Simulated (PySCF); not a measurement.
# What a mistake does to a calculation on BH6NSi2

Calculated results; nothing here was measured. They come from PySCF 2.14.0, an open-source quantum chemistry program, on an isolated molecule that a program drew, which may never have been made. The molecule is BH6NSi2 (charge 0, singlet), drawn as the SMILES string `B=N[SiH2][SiH3]`.

Each row is a Hartree-Fock (HF) and frozen-core CCSD(T) single point in the cc-pV(D+d)Z basis, meant for a local HF minimum. Run 1 is clean. Each other run has one planted mistake out of seven kinds, and not every kind appears here: one electron removed, one electron added, multiplicity raised by two, geometry at a saddle point, minimal basis STO-3G, one bond length entered in bohr, all coordinates scaled. The reference is restricted for singlets and unrestricted otherwise, and also for a bond in bohr. Adding or removing an electron swaps singlet and doublet. Electrons count all cores. HOMO and LUMO are orbital energies over both spins, the gradient is its largest component, and the lowest frequency (negative if imaginary) is given only where the gradient is small. Bond lengths are over the 9 bonds as drawn. T1 is the CCSD diagnostic: over 0.02 (restricted) or 0.045 (unrestricted) a single reference is doubtful.

Geometry of the clean run:
```xyz
10
BH6NSi2, angstrom
B    -1.7496    1.6046    0.2817
N    -0.6850    1.1550    0.7361
Si    0.7931    0.5246    1.3320
Si    2.0834   -0.3431   -0.4490
H    -2.7555    2.0300   -0.1434
H     1.5537    1.5926    2.0234
H     0.5219   -0.5480    2.3185
H     1.3456   -1.4283   -1.1426
H     3.3656   -0.8954    0.0572
H     2.3877    0.7229   -1.4359
```

| run | electrons | basis functions | <S^2> | HOMO (eV) | LUMO (eV) | gradient (hartree/bohr) | lowest frequency (cm^-1) | mean bond (Å) | longest bond (Å) | T1 | HF (hartree) | CCSD(T) (hartree) | mistake |
|---|---|---|---|---|---|---|---|---|---|---|---|---|---|
| 1 | 46 | 104 | 0.000 | -10.17 | 3.62 | 1.8e-05 | 100 | 1.5456 | 2.364 | 0.0157 | -660.53861 | -661.04965 | no fault |
| 2 | 46 | 104 | 0.813 | -8.31 | 1.54 | 8.4e-03 | - | 1.6921 | 2.801 | 0.0448 | -660.42834 | -660.93015 | one bond length entered in bohr |
| 3 | 46 | 34 | 0.000 | -7.83 | 9.64 | 7.4e-02 | - | 1.5456 | 2.364 | 0.0161 | -652.85508 | -653.10885 | minimal basis STO-3G |
| 4 | 46 | 104 | 2.009 | -3.75 | -1.75 | 2.8e-02 | - | 1.5456 | 2.364 | 0.0298 | -660.30956 | -660.81832 | ? |
| 5 | 47 | 104 | 0.759 | 2.50 | 7.95 | 5.4e-02 | - | 1.5456 | 2.364 | 0.0512 | -660.42366 | -660.96399 | ? |

**Which mistake was planted in run 4, and what did it cost?**

Electrons, basis and geometry are unchanged, and <S^2> is 2.009, beside S(S+1) = 2.00 for a multiplicity of 3. So the mistake is: multiplicity raised by two. Subtracting run 1 and multiplying by 627.51 kcal/mol a hartree, the energy moved by 143.7 kcal/mol in HF and 145.2 kcal/mol in CCSD(T).

**Which mistake was planted in run 5, and what did it cost?**

It counts 47 electrons, one more than the clean run, at the same geometry and basis. So the mistake is: one electron added. Subtracting run 1 and multiplying by 627.51 kcal/mol a hartree, the energy moved by 72.1 kcal/mol in HF and 53.8 kcal/mol in CCSD(T).

Cautions from the logs. Run 5: T1 is over the limit, so its CCSD(T) energy is less reliable and the HOMO is above zero, so the electron isn't bound and the energy depends on the basis.
